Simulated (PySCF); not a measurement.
**Dipole response of Os²⁺ (osmium, charge +2)**

[Xe] 4f14 5d6, high-spin 5D determinant. Calculation: PySCF 2.14, in aug-cc-pVQZ-PP with ECP60MDF (7s7p6d4f3g2h, 135 functions); a scalar-relativistic core potential. Coupled (time-dependent) response in atomic units; α is the mean over directions.

```tsv
method	mean α (bohr³)	α xx, yy, zz	C₆ (like pair)	S(−4)
M06-L	11.22	11.57, 11.57, 10.53	71.63	36.91
```

S(−4) is the Cauchy moment in α(ω) = α(0) + S(−4) ω² + …

Spin-orbit coupling is absent.

α(iu) at M06-L:

| u (hartree) | α(iu) (bohr³) |
| --- | --- |
| 0 | 11.22 |
| 0.0500 | 11.13 |
| 0.100 | 10.88 |
| 0.200 | 10.02 |
| 0.300 | 9.005 |
| 0.500 | 7.165 |
| 0.750 | 5.501 |
| 1.00 | 4.348 |
| 1.50 | 2.901 |
| 2.00 | 2.061 |
| 3.00 | 1.174 |
| 5.00 | 0.5125 |

A single London oscillator, α(iu) = α/(1 + u²/ω²), gives C₆ = (3/4) ω α². Matching the computed C₆ needs ω = 4 × 71.63 / (3 × 11.22²) = 0.759 hartree.

For an ion, C₆ is the dispersion term alone; charge-induced terms of lower order in 1/R come first.

The components differ because the open shell of this determinant is not spherical; for a pure term their mean is the scalar polarisability.

Energies and moments cover only the electrons outside the core potential. Spin-orbit coupling, absent here, splits the open shell strongly.
